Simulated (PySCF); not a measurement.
B(H)(Br)(vinyl) (C2H4BBr), SMILES B(C=C)Br.

Geometry: B3LYP-D3(BJ)/def2-SVP. The structure was generated by enumeration, and PubChem lists no compound with its InChIKey, so it may never have been made. Other conformers were not sampled.

These are B3LYP-D3(BJ)/def2-SVP (PySCF) values and carry that method's errors.

Frequencies are harmonic and unscaled.

```tsv
mode	ν (cm⁻¹)	IR (km/mol)	Raman (Å⁴/amu)	depolarisation	moving atoms (share of kinetic energy)
1	127	0.0	1.3	0.75	H 51 %, C 29 %, B 19 %
2	187	0.3	4.1	0.54	C 53 %, Br 21 %, H 18 %
3	452	8.1	1.9	0.68	C 50 %, H 23 %, B 15 %, Br 11 %
4	474	2.4	5.3	0.75	H 84 %, C 15 %
5	670	31.6	12.5	0.11	B 71 %, H 16 %
6	835	20.5	2.3	0.75	H 58 %, B 34 %
7	933	30.1	4.8	0.45	H 56 %, B 25 %, C 18 %
8	1006	19.4	4.9	0.49	H 83 %, C 12 %
9	1029	27.0	0.2	0.75	H 75 %, C 25 %
10	1045	8.6	0.3	0.75	H 87 %, C 13 %
11	1175	175.7	3.3	0.61	H 51 %, B 38 %, C 10 %
12	1302	0.7	14.9	0.46	H 70 %, C 29 %
13	1429	56.4	13.0	0.40	H 79 %, C 19 %
14	1666	53.3	47.5	0.24	C 83 %, H 16 %
15	2649	128.2	117.2	0.21	H 91 %, B 9 %
16	3123	10.6	49.2	0.45	H 94 %
17	3134	8.7	196.0	0.20	H 92 %, C 8 %
18	3222	4.3	68.1	0.62	H 89 %, C 11 %
```
